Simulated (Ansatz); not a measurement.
Basis-set extrapolation for C2H12BNSi (`C[BH-](C)[NH2+][SiH3]`) (PBE0-D4/def2-TZVP geometry, frozen core, Ansatz). Multiplicity 1, RHF reference.

```
                      def2-TZVPP   def2-QZVPP
                 HF  -450.888537  -450.905749
    MP2 correlation    -0.842740    -0.896622
CCSD(T) correlation    -0.943607      not run
```

Energies in hartree. Use E(X) = E(∞) + A·exp(−7.88·√X) for Hartree–Fock and E(X) = E(∞) + B·X^(−2.97) for correlation, with X = 3 and 4, and add CCSD(T) minus MP2 of the smaller set to the MP2 limit.

What is the CCSD(T) energy at the basis-set limit?

HF limit: -450.905749 + (-0.017212) × 0.13774 = -450.90812. MP2 limit: -0.896622 + (-0.053882) × 0.74074 = -0.93653. Higher-order term: -0.943607 − (-0.842740) = -0.10087. Total: -451.94552 hartree, 71.1 kcal/mol below CCSD(T)/def2-TZVPP.
